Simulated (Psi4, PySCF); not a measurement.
The Psi4 input:
```
memory 2 GB

molecule {
0 1
  B    -0.62642433    1.18300324    0.24601012
  O    -1.33948341    0.02486049    0.22970691
  B    -0.71480732   -1.15811031   -0.01600341
  O     0.62560781   -1.18146124   -0.24568946
  B     1.34123166   -0.02489294   -0.23000671
  O     0.71387560    1.15660075    0.01598255
  H    -1.16486750    2.19985392    0.45746817
  H    -1.32922010   -2.15356426   -0.02975915
  H     2.49408760   -0.04628966   -0.42770903
}

set basis 6-31g*
set freeze_core true
set mp2_type conv
set scf_type pk
set puream true
set d_convergence 1e-8

energy('mp2')
print_variables()
```

### Question
Write the same job for PySCF.

### Answer
Several could match; the one computed here: 
```python
from pyscf import gto, scf, mp

mol = gto.M(
    atom='''
B    -0.626424    1.183003    0.246010
O    -1.339483    0.024860    0.229707
B    -0.714807   -1.158110   -0.016003
O     0.625608   -1.181461   -0.245689
B     1.341232   -0.024893   -0.230007
O     0.713876    1.156601    0.015983
H    -1.164867    2.199854    0.457468
H    -1.329220   -2.153564   -0.029759
H     2.494088   -0.046290   -0.427709
''',
    basis='6-31g*',
    charge=0,
    spin=0,
    verbose=4,
)

mf = scf.RHF(mol)
mf.kernel()

pt = mp.MP2(mf, frozen=6)
pt.kernel()
print('E(MP2) = %.10f' % pt.e_tot)
```

Both were run: Psi4 gave -301.423423 Eh and PySCF -301.423423 Eh, 0.000 mEh apart.
